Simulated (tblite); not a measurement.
C₄H₉ClOSi₂.
SMILES with atom numbers: `[CH2:1]=[C:2]1[CH2:3][Si@:4]([CH3:5])([Cl:6])[O:7][SiH2:8]1` (hydrogens: H9, H10 on C1; H11, H12 on C3; H13, H14, H15 on C5; H16, H17 on Si8)

Computed with GFN2-xTB (tblite), gas phase: L-BFGS steps from a force-field or distance-geometry start until the largest atomic force falls under 0.01 eV/Å.

Step 9: E = -688.9314 eV
```
atom  x, y, z in Å  |  force x, y, z in eV/Å
C1     -2.4443   -1.4273    0.1344    0.029  -0.017  -0.022
C2     -1.4309   -0.5842    0.2664   -0.129   0.100  -0.010
C3      0.0060   -1.0532    0.3333    0.154   0.215   0.005
Si4     1.0561    0.5460    0.4603    0.301   0.209   0.162
C5      2.8381    0.4231   -0.1914   -0.203  -0.033  -0.037
Cl6     1.2849    1.1745    2.3929    0.040  -0.158  -0.093
O7     -0.0104    1.6171   -0.1861    0.022  -0.222   0.130
Si8    -1.5645    1.3105    0.3446    0.223   0.075   0.007
H9     -3.4627   -1.0887    0.0756   -0.055   0.027   0.021
H10    -2.2908   -2.4915    0.0719   -0.030  -0.132   0.009
H11     0.2806   -1.5985   -0.5727   -0.146   0.002  -0.051
H12     0.1495   -1.7629    1.1488   -0.053   0.108   0.073
H13     2.8874   -0.1014   -1.1421    0.036   0.061   0.105
H14     3.3890   -0.1524    0.5551   -0.028   0.118  -0.255
H15     3.3358    1.3842   -0.3072   -0.186  -0.118   0.048
H16    -2.5344    2.0363   -0.4788    0.361  -0.193   0.009
H17    -1.4965    1.7804    1.7346   -0.335  -0.041  -0.100
```

Step 10: E = -688.9552 eV
```
atom  x, y, z in Å  |  force x, y, z in eV/Å
C1     -2.4492   -1.4334    0.1359    0.061   0.014  -0.035
C2     -1.4351   -0.5900    0.2659   -0.049   0.216   0.044
C3      0.0049   -1.0590    0.3377    0.194   0.328   0.012
Si4     1.0602    0.5534    0.4655    0.283  -0.066   0.207
C5      2.8398    0.4275   -0.2021   -0.270  -0.040   0.017
Cl6     1.3101    1.1622    2.4068    0.001  -0.158  -0.180
O7     -0.0140    1.6184   -0.1694    0.118  -0.134   0.102
Si8    -1.5657    1.3148    0.3472    0.099  -0.126   0.065
H9     -3.4657   -1.0871    0.0763   -0.044  -0.014   0.019
H10    -2.2962   -2.4992    0.0715   -0.050  -0.069   0.018
H11     0.2801   -1.5990   -0.5746   -0.150   0.020   0.062
H12     0.1462   -1.7687    1.1592   -0.056   0.187  -0.064
H13     2.8946   -0.1000   -1.1489   -0.009   0.070   0.050
H14     3.3935   -0.1437    0.5403    0.006   0.017  -0.142
H15     3.3430    1.3830   -0.3097   -0.173   0.002  -0.014
H16    -2.5107    2.0404   -0.5006    0.308  -0.170  -0.009
H17    -1.5429    1.7924    1.7387   -0.269  -0.077  -0.153
```

Step 11: E = -688.9784 eV
```
atom  x, y, z in Å  |  force x, y, z in eV/Å
C1     -2.4532   -1.4391    0.1370    0.098   0.064  -0.033
C2     -1.4394   -0.5929    0.2670    0.035   0.212   0.080
C3      0.0065   -1.0592    0.3427    0.130   0.324   0.011
Si4     1.0691    0.5592    0.4745    0.143  -0.294   0.192
C5      2.8382    0.4322   -0.2127   -0.214  -0.034   0.049
Cl6     1.3374    1.1460    2.4167   -0.018  -0.130  -0.170
O7     -0.0158    1.6169   -0.1472    0.210  -0.021   0.072
Si8    -1.5671    1.3173    0.3509   -0.003  -0.266   0.092
H9     -3.4694   -1.0863    0.0772    0.003  -0.057   0.018
H10    -2.3032   -2.5078    0.0714   -0.053   0.030   0.025
H11     0.2777   -1.5994   -0.5737   -0.138   0.059   0.150
H12     0.1417   -1.7718    1.1674   -0.045   0.254  -0.158
H13     2.9018   -0.0965   -1.1555   -0.073   0.054  -0.041
H14     3.3983   -0.1347    0.5227    0.045  -0.088  -0.015
H15     3.3480    1.3815   -0.3137   -0.162   0.130  -0.065
H16    -2.4807    2.0426   -0.5249    0.238  -0.135  -0.043
H17    -1.5969    1.8039    1.7397   -0.196  -0.100  -0.165
```

Step 12: E = -689.0033 eV
```
atom  x, y, z in Å  |  force x, y, z in eV/Å
C1     -2.4556   -1.4435    0.1376    0.106   0.099  -0.019
C2     -1.4432   -0.5933    0.2701    0.108   0.132   0.095
C3      0.0099   -1.0537    0.3485   -0.006   0.212   0.002
Si4     1.0811    0.5610    0.4877   -0.058  -0.420   0.109
C5      2.8340    0.4371   -0.2234   -0.048  -0.030   0.057
Cl6     1.3678    1.1251    2.4238   -0.018  -0.086  -0.071
O7     -0.0140    1.6139   -0.1191    0.236   0.079   0.069
Si8    -1.5692    1.3160    0.3561   -0.042  -0.289   0.065
H9     -3.4731   -1.0870    0.0785    0.072  -0.088   0.017
H10    -2.3122   -2.5162    0.0719   -0.031   0.144   0.029
H11     0.2729   -1.5988   -0.5690   -0.104   0.098   0.187
H12     0.1358   -1.7705    1.1727   -0.018   0.280  -0.180
H13     2.9081   -0.0909   -1.1633   -0.148   0.035  -0.126
H14     3.4042   -0.1266    0.5030    0.075  -0.169   0.089
H15     3.3501    1.3818   -0.3199   -0.173   0.224  -0.096
H16    -2.4430    2.0429   -0.5529    0.168  -0.105  -0.077
H17    -1.6606    1.8147    1.7372   -0.120  -0.117  -0.151
```

Question: Estimate the geometry and energy of step 13. (The exact step hangs on the optimiser's Hessian estimate; all steps are aligned on step 12, rigid shifts and turns removed.)

Answer: E = -689.0288 eV, largest force 0.451 eV/Å
```
atom  x, y, z in Å  |  force x, y, z in eV/Å
C1     -2.4559   -1.4459    0.1378    0.088   0.116   0.007
C2     -1.4454   -0.5918    0.2752    0.133   0.014   0.086
C3      0.0129   -1.0437    0.3546   -0.157   0.028  -0.011
Si4     1.0929    0.5562    0.5037   -0.205  -0.401  -0.021
C5      2.8291    0.4416   -0.2338    0.150  -0.035   0.048
Cl6     1.3994    1.1010    2.4299   -0.006  -0.043   0.075
O7     -0.0075    1.6109   -0.0871    0.169   0.140   0.101
Si8    -1.5708    1.3104    0.3623   -0.021  -0.161  -0.006
H9     -3.4755   -1.0894    0.0803    0.127  -0.087   0.014
H10    -2.3221   -2.5222    0.0731    0.019   0.227   0.028
H11     0.2653   -1.5960   -0.5606   -0.049   0.113   0.152
H12     0.1293   -1.7632    1.1753    0.020   0.233  -0.113
H13     2.9115   -0.0840   -1.1736   -0.215   0.031  -0.167
H14     3.4118   -0.1209    0.4831    0.088  -0.198   0.138
H15     3.3476    1.3858   -0.3281   -0.205   0.247  -0.102
H16    -2.3986    2.0400   -0.5837    0.109  -0.088  -0.098
H17    -1.7310    1.8234    1.7311   -0.043  -0.135  -0.131
```

The energy changes by -0.0255 eV. The first-order estimate −F·Δx gives -0.0349 eV and the mean of the old and new forces, exact on a quadratic surface, -0.0256 eV. The step makes an angle of 71° with the force vector and moves no atom by more than 0.071 Å.

The cost below is that of the whole relaxation. Hardware: one thread, Intel Xeon (x86_64), shared host. Cost: 1.9 s.
